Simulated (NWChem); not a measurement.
InH2F; SMILES [F][InH2]

Computed with NWChem. Structure relaxed at the PBE-D3(BJ)/def2-SVP (def2 core potentials past Kr) level.

Problem. What does the run give for PBE/STO-3G, non-relativistic? Quantities: highest occupied level (eV); orbital gap (eV); dipole (D).

Solution. 
```json
{
  "highest occupied level (eV)": "-1.93",
  "orbital gap (eV)": "3.24",
  "dipole (D)": "0.24"
}
```
